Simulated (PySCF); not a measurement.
Record of a relaxation.

Species: C6H7F3.
Numbering: `[CH3:1][CH:2]=[C:3]=[C:4]([CH3:5])[C:6]([F:7])([F:8])[F:9]` (hydrogens: H10, H11, H12 on C1; H13 on C2; H14, H15, H16 on C5)

Computed by this run: PySCF 2.14.0, PBE0-D3(BJ)/def2-SVP geometry optimisation, gas phase; density fitting, grid level 2; the optimiser is geomeTRIC in internal coordinates, started from a GFN2-xTB structure. The frame can shift and turn from step to step; on so coarse a grid that alone can change the energy by a few meV, and forces under 0.02 eV/Å are noise.

Step 0: E = -14459.9177 eV, largest atomic force 0.986 eV/Å
```
atom  x, y, z in Å  |  force x, y, z in eV/Å
C1      2.721    0.282   -0.138   -0.355  -0.010   0.260
C2      1.625    0.290    0.879    0.708  -0.009  -0.325
C3      0.377    0.064    0.616   -0.248   0.048   0.047
C4     -0.874   -0.156    0.329   -0.957   0.000  -0.209
C5     -1.555   -1.495    0.341    0.305   0.342   0.012
C6     -1.772    0.995   -0.039   -0.278   0.927  -0.189
F7     -1.135    2.173   -0.091    0.034  -0.397   0.072
F8     -2.785    1.149    0.837    0.289  -0.287  -0.071
F9     -2.351    0.822   -1.243    0.219  -0.238   0.250
H10     2.332    0.059   -1.128   -0.081  -0.077  -0.409
H11     3.469   -0.464    0.128    0.351  -0.262   0.048
H12     3.208    1.256   -0.159    0.265   0.361  -0.063
H13     1.922    0.502    1.899    0.020   0.108   0.567
H14    -0.849   -2.269    0.623    0.206  -0.340   0.103
H15    -1.957   -1.714   -0.648   -0.169  -0.122  -0.333
H16    -2.383   -1.484    1.049   -0.308  -0.043   0.241
```

Step 1: E = -14459.9566 eV, largest atomic force 0.443 eV/Å
```
atom  x, y, z in Å  |  force x, y, z in eV/Å
C1      2.744    0.259   -0.221    0.073  -0.006  -0.062
C2      1.644    0.261    0.792   -0.017   0.014   0.132
C3      0.377    0.053    0.548   -0.023  -0.027  -0.002
C4     -0.901   -0.149    0.320    0.087   0.102  -0.011
C5     -1.586   -1.482    0.373   -0.038  -0.031  -0.053
C6     -1.781    1.042    0.032    0.140  -0.365   0.209
F7     -1.087    2.150   -0.195   -0.079   0.115  -0.033
F8     -2.597    1.269    1.073   -0.080   0.129  -0.080
F9     -2.561    0.810   -1.030   -0.048   0.086  -0.070
H10     2.365    0.039   -1.228    0.012   0.003   0.009
H11     3.509   -0.492    0.039   -0.011   0.020  -0.016
H12     3.248    1.239   -0.244   -0.008  -0.025  -0.003
H13     1.923    0.466    1.838   -0.008  -0.012  -0.063
H14    -0.877   -2.274    0.644   -0.010   0.011   0.008
H15    -2.031   -1.723   -0.606   -0.001  -0.006   0.034
H16    -2.403   -1.466    1.113    0.011  -0.006   0.001
```

Step 2: E = -14459.9610 eV, largest atomic force 0.131 eV/Å
```
atom  x, y, z in Å  |  force x, y, z in eV/Å
C1      2.738    0.252   -0.224    0.031   0.006   0.002
C2      1.650    0.261    0.806   -0.019  -0.017  -0.033
C3      0.380    0.059    0.564   -0.025   0.053   0.021
C4     -0.897   -0.140    0.331   -0.013   0.076   0.016
C5     -1.574   -1.480    0.376   -0.038  -0.007  -0.011
C6     -1.787    1.040    0.033   -0.056   0.009   0.036
F7     -1.114    2.165   -0.183    0.117   0.042   0.025
F8     -2.638    1.272    1.045    0.020  -0.069   0.022
F9     -2.542    0.812   -1.049   -0.015  -0.096  -0.088
H10     2.345    0.039   -1.227   -0.005   0.001   0.005
H11     3.501   -0.504    0.022   -0.002  -0.001   0.002
H12     3.250    1.228   -0.251    0.000   0.001   0.001
H13     1.938    0.461    1.847    0.004  -0.003  -0.016
H14    -0.860   -2.267    0.649    0.002   0.003   0.006
H15    -2.014   -1.724   -0.603   -0.002   0.004   0.004
H16    -2.392   -1.472    1.113    0.001  -0.002   0.006
```

Step 3: E = -14459.9636 eV, largest atomic force 0.079 eV/Å
```
atom  x, y, z in Å  |  force x, y, z in eV/Å
C1      2.740    0.256   -0.226   -0.024   0.004   0.009
C2      1.652    0.266    0.806    0.001  -0.018  -0.042
C3      0.380    0.065    0.572    0.010   0.004  -0.011
C4     -0.896   -0.140    0.339   -0.027   0.008   0.018
C5     -1.577   -1.478    0.380    0.016  -0.010   0.030
C6     -1.787    1.034    0.032   -0.040   0.067  -0.013
F7     -1.116    2.164   -0.164    0.022  -0.001   0.020
F8     -2.660    1.253    1.028    0.023  -0.051  -0.021
F9     -2.518    0.800   -1.068    0.007  -0.019  -0.021
H10     2.344    0.045   -1.228   -0.005   0.000  -0.003
H11     3.502   -0.501    0.017   -0.002  -0.007   0.009
H12     3.253    1.231   -0.254   -0.001   0.009   0.004
H13     1.946    0.465    1.845    0.009   0.008   0.020
H14    -0.865   -2.267    0.654    0.004  -0.007   0.002
H15    -2.016   -1.720   -0.600    0.004   0.010  -0.005
H16    -2.396   -1.470    1.116    0.003   0.004   0.005
```

Step 4: E = -14459.9658 eV, largest atomic force 0.127 eV/Å
```
atom  x, y, z in Å  |  force x, y, z in eV/Å
C1      2.726    0.257   -0.230   -0.020   0.005   0.027
C2      1.653    0.276    0.818    0.004  -0.016  -0.056
C3      0.379    0.083    0.593    0.013   0.021  -0.011
C4     -0.894   -0.128    0.353    0.017  -0.116   0.022
C5     -1.560   -1.476    0.389    0.009   0.008   0.062
C6     -1.794    1.028    0.024    0.011   0.074  -0.066
F7     -1.136    2.177   -0.116   -0.097  -0.082   0.001
F8     -2.720    1.203    0.978    0.010   0.009  -0.046
F9     -2.460    0.792   -1.119    0.038   0.087   0.067
H10     2.314    0.049   -1.226   -0.002  -0.001  -0.003
H11     3.483   -0.509    0.003    0.007  -0.007   0.004
H12     3.247    1.227   -0.264    0.006   0.008   0.000
H13     1.961    0.475    1.853    0.004   0.013   0.025
H14    -0.842   -2.256    0.669    0.004  -0.002  -0.008
H15    -1.990   -1.720   -0.594   -0.001  -0.003  -0.015
H16    -2.384   -1.476    1.120   -0.002  -0.001  -0.002
```

Step 5: E = -14459.9673 eV, largest atomic force 0.107 eV/Å
```
atom  x, y, z in Å  |  force x, y, z in eV/Å
C1      2.728    0.261   -0.230   -0.046  -0.004  -0.002
C2      1.652    0.282    0.813    0.025   0.007   0.027
C3      0.377    0.087    0.596    0.035  -0.020  -0.063
C4     -0.895   -0.131    0.357   -0.015  -0.088   0.007
C5     -1.559   -1.479    0.397    0.023   0.021   0.056
C6     -1.797    1.023    0.018    0.021   0.073  -0.075
F7     -1.147    2.180   -0.082   -0.057  -0.055  -0.004
F8     -2.753    1.173    0.945   -0.022   0.013  -0.001
F9     -2.425    0.803   -1.148    0.034   0.052   0.060
H10     2.319    0.050   -1.227    0.005  -0.002  -0.006
H11     3.485   -0.504    0.008    0.000  -0.001   0.003
H12     3.249    1.231   -0.266    0.000   0.000   0.002
H13     1.962    0.487    1.847   -0.004   0.010   0.023
H14    -0.840   -2.258    0.677    0.002  -0.002  -0.011
H15    -1.989   -1.725   -0.586   -0.002  -0.006  -0.010
H16    -2.382   -1.480    1.129    0.001   0.001  -0.006
```

Step 6: E = -14459.9683 eV, largest atomic force 0.062 eV/Å
```
atom  x, y, z in Å  |  force x, y, z in eV/Å
C1      2.722    0.262   -0.230    0.014   0.001   0.000
C2      1.651    0.286    0.818    0.000   0.016   0.025
C3      0.378    0.085    0.597   -0.001  -0.061  -0.013
C4     -0.894   -0.137    0.358   -0.041   0.008  -0.001
C5     -1.562   -1.483    0.403    0.028   0.019   0.014
C6     -1.788    1.022    0.012    0.034   0.005  -0.039
F7     -1.138    2.179   -0.054    0.005   0.019   0.006
F8     -2.767    1.158    0.917   -0.037   0.004   0.020
F9     -2.386    0.826   -1.173   -0.001  -0.005   0.015
H10     2.309    0.043   -1.224    0.003  -0.001   0.003
H11     3.482   -0.498    0.011    0.002   0.004  -0.005
H12     3.238    1.234   -0.274    0.002  -0.005  -0.003
H13     1.960    0.501    1.851   -0.010  -0.004  -0.015
H14    -0.843   -2.264    0.683   -0.001  -0.003  -0.006
H15    -1.993   -1.731   -0.579   -0.001  -0.003   0.003
H16    -2.384   -1.480    1.135    0.003   0.005  -0.004
```

Step 7: E = -14459.9687 eV, largest atomic force 0.044 eV/Å
```
atom  x, y, z in Å  |  force x, y, z in eV/Å
C1      2.727    0.257   -0.228   -0.001  -0.005  -0.008
C2      1.649    0.279    0.811    0.002   0.021   0.030
C3      0.376    0.078    0.589    0.015  -0.014  -0.028
C4     -0.898   -0.137    0.353   -0.002   0.038   0.011
C5     -1.565   -1.482    0.406   -0.018   0.009  -0.015
C6     -1.789    1.028    0.010    0.017  -0.041   0.001
F7     -1.134    2.183   -0.050    0.017   0.017   0.009
F8     -2.768    1.164    0.915   -0.010   0.001   0.014
F9     -2.387    0.839   -1.174   -0.005  -0.014  -0.016
H10     2.323    0.036   -1.225    0.001  -0.002   0.000
H11     3.489   -0.500    0.017   -0.002   0.001  -0.001
H12     3.242    1.231   -0.270   -0.003  -0.003   0.000
H13     1.951    0.496    1.845   -0.003  -0.007  -0.005
H14    -0.845   -2.262    0.681   -0.002   0.003  -0.001
H15    -2.002   -1.732   -0.573   -0.005  -0.002   0.005
H16    -2.383   -1.477    1.143   -0.002  -0.001   0.002
```

Step 8: E = -14459.9689 eV, largest atomic force 0.034 eV/Å
```
atom  x, y, z in Å  |  force x, y, z in eV/Å
C1      2.728    0.255   -0.229    0.002  -0.003  -0.001
C2      1.650    0.276    0.812   -0.003   0.011   0.002
C3      0.377    0.074    0.587    0.004  -0.011  -0.009
C4     -0.897   -0.138    0.353    0.006   0.033   0.009
C5     -1.570   -1.479    0.407   -0.011  -0.004  -0.010
C6     -1.784    1.030    0.010   -0.003  -0.018   0.009
F7     -1.128    2.184   -0.047    0.011   0.005   0.001
F8     -2.766    1.166    0.913    0.002  -0.002   0.008
F9     -2.380    0.843   -1.176    0.000  -0.005  -0.017
H10     2.323    0.032   -1.225   -0.001  -0.002   0.000
H11     3.491   -0.502    0.017   -0.001  -0.001   0.000
H12     3.242    1.229   -0.271   -0.002   0.000   0.000
H13     1.951    0.493    1.846    0.001  -0.005   0.001
H14    -0.853   -2.263    0.680   -0.001   0.000   0.001
H15    -2.012   -1.727   -0.571   -0.003   0.002   0.002
H16    -2.387   -1.471    1.145   -0.001   0.000   0.003
```

Step 9: E = -14459.9689 eV, largest atomic force 0.024 eV/Å
```
atom  x, y, z in Å  |  force x, y, z in eV/Å
C1      2.731    0.245   -0.230    0.002  -0.002   0.002
C2      1.652    0.268    0.810   -0.003  -0.005  -0.016
C3      0.380    0.066    0.583   -0.009   0.004   0.011
C4     -0.897   -0.137    0.353    0.009  -0.002   0.002
C5     -1.582   -1.472    0.408   -0.002  -0.011  -0.001
C6     -1.776    1.036    0.010   -0.014   0.014   0.014
F7     -1.112    2.186   -0.041    0.000  -0.001  -0.002
F8     -2.761    1.175    0.910    0.015  -0.004  -0.016
F9     -2.368    0.855   -1.180   -0.003   0.003   0.001
H10     2.327    0.021   -1.226   -0.001  -0.001  -0.001
H11     3.494   -0.509    0.017    0.000  -0.002   0.001
H12     3.243    1.220   -0.273    0.000   0.001  -0.001
H13     1.952    0.484    1.845    0.004  -0.002   0.004
H14    -0.871   -2.263    0.677   -0.001   0.000   0.001
H15    -2.032   -1.716   -0.567   -0.001   0.006  -0.002
H16    -2.394   -1.457    1.152    0.001   0.001   0.002
```

Problem. Summarise the path.

Solution. The energy falls by 0.0512 eV from step 0 to step 9; nine tenths of that is first reached at step 4. It falls at every step. The largest force goes from 0.986 to 0.024 eV/Å. Among the bonds C2–H13 changes most, from 1.083 to 1.099 Å; the atoms move by 0.027 Å rms after alignment.

What follows is the cost of the whole optimisation. Time: 2.0 min wall; peak memory 0.77 GiB. Hardware: Arm Neoverse V1, one thread, shared host with 32 logical CPUs at a one-minute load of 11.
